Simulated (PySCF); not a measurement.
PySCF job for BF₂, SMILES F[B+]F, charge +1, TDDFT-B3LYP/def2-TZVPD. Geometry optimised at PBE-D3(BJ)/def2-TZVP.

```python
import numpy as np
from pyscf import gto, scf, dft, tdscf

mol = gto.M(
    atom='''
    B     0.00000000    0.00000000    0.00000000
    F     0.00000000    0.00000000   -1.23859387
    F     0.00000000    0.00000000    1.23859387
    ''',
    basis='def2-TZVPD',
    charge=1,
    spin=0,
    symmetry=True,
    symmetry_subgroup='D2h',
    max_memory=1600,
    verbose=4,
)
mf = dft.RKS(mol, xc='b3lyp').density_fit(auxbasis='def2-universal-jkfit')
mf.grids.level = 3
mf.conv_tol = 1e-9
mf.max_cycle = 100
mf.kernel()
mf.grids = dft.Grids(mol).set(level=1).build(with_non0tab=True)  # coarser grid for the response kernel
td = tdscf.TDDFT(mf)
td.singlet = True
td.nstates = 10
td.conv_tol = 1e-4
td.positive_eig_threshold = 1e-6
td.kernel(x0=td.get_init_guess(mf, 15))
td.analyze()
tt = tdscf.TDA(mf)
tt.singlet = False
tt.nstates = 4
tt.conv_tol = 1e-4
tt.positive_eig_threshold = 1e-6
tt.kernel(x0=tt.get_init_guess(mf, 9))
tt.analyze(verbose=3)
```

It prints:

```
PySCF version 2.14.0

[INPUT] verbose = 4
[INPUT] num. atoms = 3
[INPUT] num. electrons = 22
[INPUT] charge = 1
[INPUT] spin (= nelec alpha-beta = 2S) = 0
[INPUT] symmetry True subgroup D2h
[INPUT] Mole.unit = angstrom
[INPUT] Symbol           X                Y                Z      unit          X                Y                Z       unit  Magmom
[INPUT]  1 B      0.000000000000   0.000000000000   0.000000000000 AA    0.000000000000   0.000000000000   0.000000000000 Bohr   0.0
[INPUT]  2 F      0.000000000000   0.000000000000  -1.238593870000 AA    0.000000000000   0.000000000000  -2.340603193865 Bohr   0.0
[INPUT]  3 F      0.000000000000   0.000000000000   1.238593870000 AA    0.000000000000   0.000000000000   2.340603193865 Bohr   0.0

nuclear repulsion = 55.7548585518674
point group symmetry = Dooh, use subgroup D2h
symmetry origin: [0. 0. 0.]
symmetry axis x: [1. 0. 0.]
symmetry axis y: [0. 1. 0.]
symmetry axis z: [0. 0. 1.]
num. orbitals of irrep Ag = 30
num. orbitals of irrep B1g = 7
num. orbitals of irrep B2g = 12
num. orbitals of irrep B3g = 12
num. orbitals of irrep Au = 5
num. orbitals of irrep B1u = 23
num. orbitals of irrep B2u = 14
num. orbitals of irrep B3u = 14
number of shells = 41
number of NR pGTOs = 162
number of NR cGTOs = 117
basis = def2-TZVPD
ecp = {}


[settings echo left out]
init E= -225.091221684532
HOMO (B3g) = -0.554009488050999  LUMO (Ag) = -0.0841155035170154  gap/eV = 12.78647
cycle= 1 E= -224.281199159499  delta_E= 0.81  |g|= 0.625  |ddm|= 1.47
HOMO (B3g) = -0.760518170424154  LUMO (Ag) = -0.352642907663789  gap/eV = 11.09885
cycle= 2 E= -224.161535981211  delta_E= 0.12  |g|= 1.13  |ddm|= 0.823
HOMO (B3g) = -0.835851698355283  LUMO (Ag) = -0.342365116534275  gap/eV = 13.42845
cycle= 3 E= -224.354995590899  delta_E= -0.193  |g|= 0.0659  |ddm|= 0.491
HOMO (B3g) = -0.819864224710615  LUMO (Ag) = -0.329118134799785  gap/eV = 13.35388
cycle= 4 E= -224.355612798366  delta_E= -0.000617  |g|= 0.00474  |ddm|= 0.0412
HOMO (B3g) = -0.818999612731692  LUMO (Ag) = -0.328597755625651  gap/eV = 13.34451
cycle= 5 E= -224.355615807899  delta_E= -3.01e-06  |g|= 0.00077  |ddm|= 0.00416
HOMO (B3g) = -0.819142056862253  LUMO (Ag) = -0.328656507421165  gap/eV = 13.34679
cycle= 6 E= -224.355615889691  delta_E= -8.18e-08  |g|= 5.05e-05  |ddm|= 0.000406
HOMO (B3g) = -0.819140596368396  LUMO (Ag) = -0.328650392144098  gap/eV = 13.34692
cycle= 7 E= -224.355615890187  delta_E= -4.95e-10  |g|= 1.03e-05  |ddm|= 5.29e-05
HOMO (B3g) = -0.819137414434022  LUMO (Ag) = -0.328649719512221  gap/eV = 13.34685
Extra cycle  E= -224.355615890163  delta_E= 2.36e-11  |g|= 1.69e-05  |ddm|= 1.06e-05
converged SCF energy = -224.355615890163
tot grids = 15784
Overwritten attributes  positive_eig_threshold  of <class 'pyscf.tdscf.rks.TDDFT'>


******** <class 'pyscf.tdscf.rks.TDDFT'> for <class 'pyscf.df.df_jk.DFSymAdaptedRKS'> ********
nstates = 10 singlet
deg_eia_thresh = 1.000e-03
wfnsym = None
conv_tol = 0.0001
eigh lindep = 1e-12
eigh level_shift = 0
eigh max_cycle = 100


Excitation energies (eV)
[11.58786655 11.58786655 11.62919304 11.78365238 11.78365542 13.0169202
 13.11927775 13.11930055 13.2376865  13.2376865 ]

** Singlet excitation energies and oscillator strengths **
Excited State   1:  B3g     11.58787 eV    106.99 nm  f=0.0000
      11 -> 12       -0.70565
Excited State   2:  B2g     11.58787 eV    106.99 nm  f=0.0000
      10 -> 12       -0.70565
Excited State   3:   Au     11.62919 eV    106.61 nm  f=0.0000
      10 -> 13        0.49959
      11 -> 14       -0.49959
Excited State   4:  B1u     11.78365 eV    105.22 nm  f=0.0000
      10 -> 14       -0.49958
      11 -> 13        0.49958
Excited State   5:   Au     11.78366 eV    105.22 nm  f=0.0000
      10 -> 13        0.49958
      11 -> 14        0.49958
Excited State   6:  B1g     13.01692 eV     95.25 nm  f=0.0000
       8 -> 14       -0.49939
       9 -> 13        0.49939
Excited State   7:  B1g     13.11928 eV     94.51 nm  f=0.0000
       8 -> 14        0.49949
       9 -> 13        0.49949
Excited State   8:   Ag     13.11930 eV     94.51 nm  f=0.0000
       8 -> 13        0.49949
       9 -> 14       -0.49949
Excited State   9:  B2u     13.23769 eV     93.66 nm  f=0.0889
       8 -> 12        0.70019
Excited State  10:  B3u     13.23769 eV     93.66 nm  f=0.0889
       9 -> 12        0.70019

** Transition electric dipole moments (AU) **
state          X           Y           Z        Dip. S.      Osc.
  1         0.0000      0.0000      0.0000      0.0000      0.0000
  2         0.0000      0.0000     -0.0000      0.0000      0.0000
  3         0.0000      0.0000     -0.0000      0.0000      0.0000
  4         0.0000     -0.0000      0.0000      0.0000      0.0000
  5        -0.0000      0.0000      0.0000      0.0000      0.0000
  6         0.0000      0.0000     -0.0000      0.0000      0.0000
  7        -0.0000     -0.0000      0.0000      0.0000      0.0000
  8         0.0000     -0.0000     -0.0000      0.0000      0.0000
  9        -0.0000      0.5236      0.0000      0.2741      0.0889
 10         0.5236     -0.0000     -0.0000      0.2741      0.0889

** Transition velocity dipole moments (imaginary part, AU) **
state          X           Y           Z        Dip. S.      Osc.
  1         0.0000      0.0000      0.0000      0.0000      0.0000
  2         0.0000      0.0000     -0.0000      0.0000      0.0000
  3         0.0000      0.0000     -0.0000      0.0000      0.0000
  4         0.0000     -0.0000      0.0000      0.0000      0.0000
  5        -0.0000      0.0000      0.0000      0.0000      0.0000
  6         0.0000      0.0000      0.0000      0.0000      0.0000
  7        -0.0000     -0.0000      0.0000      0.0000      0.0000
  8         0.0000     -0.0000      0.0000      0.0000      0.0000
  9        -0.0000      0.2543      0.0000      0.0647      0.0886
 10         0.2543      0.0000      0.0000      0.0647      0.0886

** Transition magnetic dipole moments (imaginary part, AU) **
state          X           Y           Z
  1         0.5058     -0.0000      0.0000
  2        -0.0000     -0.5058     -0.0000
  3        -0.0000     -0.0000     -0.0000
  4        -0.0000     -0.0000     -0.0000
  5         0.0000     -0.0000      0.0000
  6        -0.0000     -0.0000      0.0000
  7        -0.0000     -0.0000      0.0000
  8        -0.0000      0.0000      0.0000
  9        -0.0000      0.0000      0.0000
 10         0.0000      0.0000     -0.0000
Overwritten attributes  positive_eig_threshold  of <class 'pyscf.tdscf.rks.TDA'>


******** <class 'pyscf.tdscf.rks.TDA'> for <class 'pyscf.df.df_jk.DFSymAdaptedRKS'> ********
nstates = 4 triplet
deg_eia_thresh = 1.000e-03
wfnsym = None
conv_tol = 0.0001
eigh lindep = 1e-12
eigh level_shift = 0
eigh max_cycle = 100


Excitation energies (eV)
[10.86663829 11.13153789 11.13153789 11.18946822]

** Triplet excitation energies and oscillator strengths **
Excited State   1:  B1u     10.86664 eV    114.10 nm  f=0.0000
Excited State   2:  B3g     11.13154 eV    111.38 nm  f=0.0000
Excited State   3:  B2g     11.13154 eV    111.38 nm  f=0.0000
Excited State   4:  B1u     11.18947 eV    110.80 nm  f=0.0000
```

Self-consistency was reached.

Cost: very roughly 25 core-seconds.
